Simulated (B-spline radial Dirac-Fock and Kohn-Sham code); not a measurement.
**Diagram lines of Ni⁶⁺**

System: the Ni⁶⁺ ion, 1s2 2s2 2p6 3s2 3p6 3d4.

Input file task.json (cfg lists n, l and occupation; rrms is the nuclear radius in fm):

```json
{"items": [{
  "Z": 28,
  "q": 6,
  "cfg": [[1, 0, 2], [2, 0, 2], [2, 1, 6], [3, 0, 2], [3, 1, 6], [3, 2, 4]],
  "A": 58,
  "rrms": 3.7757,
  "do": ["binding"]
}]}
```

Launch: `python xray_run.py task.json out`

The computed values come from a radial atomic solver: Dirac-Fock energy differences between relaxed states, corrected for Breit and QED terms. A line energy is the difference of two single-hole energies; the list is a selection of electric-dipole transitions between resolved j subshells. No correlation.

| line | energy (eV) | wavelength (Å) |
| --- | --- | --- |
| Kβ1 (K-M3) | 8279.0 | 1.4976 |
| Kβ3 (K-M2) | 8276.5 | 1.4980 |
| Kα1 (K-L3) | 7474.1 | 1.6589 |
| Kα2 (K-L2) | 7457.0 | 1.6627 |
| Lβ3 (L1-M3) | 963.0 | 12.875 |
| Lβ4 (L1-M2) | 960.5 | 12.908 |
| Lη (L2-M1) | 772.8 | 16.043 |
| Lℓ (L3-M1) | 755.7 | 16.406 |
